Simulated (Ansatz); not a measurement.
Abridged output of a molecular run in Ansatz:

```
Functional definition: HF
  name "HF"
  cite "Fock, Z. Phys. 61, 126 (1930) doi:10.1007/BF01340294"
  parent pbe
  exchange = exact_x
  correlation = 0
1125 factors; integrals over basis functions are off by at most 1.4e-3 eV
mean field evaluation 1: about -69899.3565 eV, gradient 2.7e1 eV
mean field evaluation 2: about -69899.4325 eV, gradient 2.7e1 eV
mean field evaluation 4: about -69901.4875 eV, gradient 3.1e0 eV
mean field evaluation 8: about -69901.5206 eV, gradient 1.5e-1 eV
mean field -69901.52070142 eV, -2568.8335048248 hartree, gradient 3.0e-6 eV, S^2 0.000000; 0 other end points of the search recorded, 0 dependent functions left out
16 core orbitals not correlated: weight in the atoms' cores, before any rotation towards them, 1.000 or more for the frozen orbitals, at most 0.000 for the correlated occupied ones
reference -69901.52070142 eV, -2568.8335048248 hartree; 18, 18 occupied and 79, 79 virtual orbitals, 1125 factors
second order -18.57868112 eV of doubles, -0.00000000 eV of singles
cycle   1  -19.15493895 eV  change   -5.8e-1 eV  update   9.6e-2
cycle   2  -19.73754718 eV  change   -5.8e-1 eV  update   2.9e-2
cycle   3  -19.81211706 eV  change   -7.5e-2 eV  update   1.2e-2
cycle   4  -19.80936045 eV  change    2.8e-3 eV  update   2.7e-3
cycle   5  -19.80961452 eV  change   -2.5e-4 eV  update   9.0e-4
cycle   6  -19.80925656 eV  change    3.6e-4 eV  update   2.8e-4
cycle   7  -19.80915907 eV  change    9.7e-5 eV  update   1.1e-4
cycle   8  -19.80915386 eV  change    5.2e-6 eV  update   3.7e-5
perturbative correction -0.57602707 eV, -0.0211686043 hartree
Total energy: -69921.90588235 eV, -2569.5826464062 hartree
```

Its atoms:

Cartesian coordinates in Å:
```
N 0.083 0.882 1.123
C 1.202 0.409 0.345
S 0.910 -1.280 -0.257
Ge -1.133 -0.944 -1.071
H 0.194 1.858 1.372
H -0.021 0.342 1.973
H 2.159 0.350 0.880
H 1.336 1.074 -0.511
H -1.153 0.395 -1.825
H -1.360 -2.112 -2.046
H -2.217 -0.974 0.015
```

**Question.** Which basis set was used?
A. cc-pV(T+d)Z
B. cc-pV(Q+d)Z
C. def2-SVP
D. def2-TZVPP

**Answer.** C. It gives 113 functions.

**Question.** Write the keys of the input that set method, charge and spin (a neutral closed shell needs none for the last two).

**Answer.** 
```yaml
correlation: {method: ccsd_t}
```
